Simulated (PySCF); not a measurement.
# F(2+): ionisation energy

F(2+) [He] 2s2 2p3 (4S) → F(3+) [He] 2s2 2p2 (3P), as a difference of total energies. Computed with PySCF 2.14 in dyall-acv3z (15s9p4d2f, 76 functions), with no relativity, point nucleus. Correlated levels: valence and next inner shell: nothing frozen; virtual orbitals above 40 to 60 times the deepest correlated orbital energy dropped. The calculations carry no spin-orbit coupling.

| method | ionisation energy (eV) | plus first-order spin-orbit estimate | difference from reference of that sum (eV) |
| --- | --- | --- | --- |
| UHF | 62.258 | 62.204 | -0.504 |
| MP2 (valence and next inner shell) | 62.886 | 62.832 | +0.124 |
| SCS-MP2 (valence and next inner shell) | 62.607 | 62.553 | -0.155 |
| CCSD (valence and next inner shell) | 62.668 | 62.614 | -0.094 |
| CCSD(T) (valence and next inner shell) | 62.668 | 62.614 | -0.094 |

Reference: 62.708 eV (semi-empirical (NIST evaluation); NIST Atomic Spectra Database, ionization energies).

A first-order spin-orbit estimate (lowest level to lowest level, LS coupling) adds -0.054 eV.

Errors of the correlated levels include the incompleteness of this basis.
